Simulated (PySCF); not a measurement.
# Predicted spectroscopic data

- couplings computed with B3LYP/pcJ-1
- shieldings: GIAO PBE0/pcSseg-1
- structure optimised with GFN2-xTB
- run in PySCF
- non-relativistic Hamiltonian, no solvent model, averaged over atoms made equivalent by symmetry, fast rotation or ring inversion, one computed conformer

Referencing at the same level of theory: $^{1}$H, $^{13}$C against TMS. Multiplet labels drop J under 1 Hz and among equivalent protons, and merge close values. Unscaled 3J(H,H) run several per cent high. Where no couplings were computed, multiplicities follow the n + 1 count of equivalent neighbours, and m marks all less simple cases (inequivalent or close neighbours, rings, F or P nearby). One-bond C–F couplings are unscaled and too large by tens of Hz. Shifts are as computed. Against solution values, carbons near 30 ppm lie about +3 ppm off and those near 130 ppm about +5 ppm. Of 1211 compounds with measured shifts, 218 miss one by over three times the rms of a fit or turn the order of signals round; such compounds aren't used in these exercises.

**1.** `InChI=1S/C7H15NO/c1-5-7(9)8(4)6(2)3/h6H,5H2,1-4H3`. $^{1}$H NMR (500 MHz, computed): δ 5.52 (sept, 1H), 2.75 (s, 3H), 2.09 (q, 2H), 1.22 (t, 3H), 0.98 (d, 6H). $^{13}$C{$^{1}$H} NMR (computed): δ 174.5, 44.2, 30.3, 29.1, 21.6, 11.2.

**2.** Acetyl fluoride, C2H3FO. $^{1}$H NMR (500 MHz, computed): δ 2.24 (d, J = 6.3 Hz, 3H). $^{13}$C{$^{1}$H} NMR (computed): δ 168.8 (d, J = 413.0 Hz), 20.1 (d, J = 60.4 Hz).
